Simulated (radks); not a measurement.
All-electron atom: Tc III in [Kr] 4d4 5d1 (not the ground configuration). Calculated with a radial shooting solver on a logarithmic mesh with Libxc functionals: Dirac Kohn-Sham, PBE, spin-unpolarised, spherical densities, point nucleus; open shells fill j = l - 1/2 first.

Normalised radial functions P(r) = r R(r) (large component), r in bohr:

```
   r/bohr * 3d3/2, o 4d3/2 (the largest magnitude, 1.58, reaches the edge; | marks zero, & curves that meet)
 0.002482                             &
 0.003885                             &
  0.00608                             &
 0.009593                             &
  0.01501                             &
   0.0235                             &
  0.03708                             o*
  0.05803                             |o *
  0.09083                             | o    *
   0.1422                             |    o         *
   0.2243                             |      o                 *
   0.3511                             |     o                    *
   0.5495                           o |                 *
    0.867                 o           |     *
    1.357              o              |*
    2.124                    o        *
    3.324                          o  *
    5.245                             &
    8.209                             &
    12.85                             &
```

3d3/2: eigenvalue -276.09 eV, 0 radial nodes, <r> = 0.397 bohr, 90 % of the charge inside 0.633 bohr. 4d3/2: eigenvalue -28.914 eV, 1 radial node at r = 0.500 bohr, <r> = 1.52 bohr, 90 % of the charge inside 2.37 bohr.
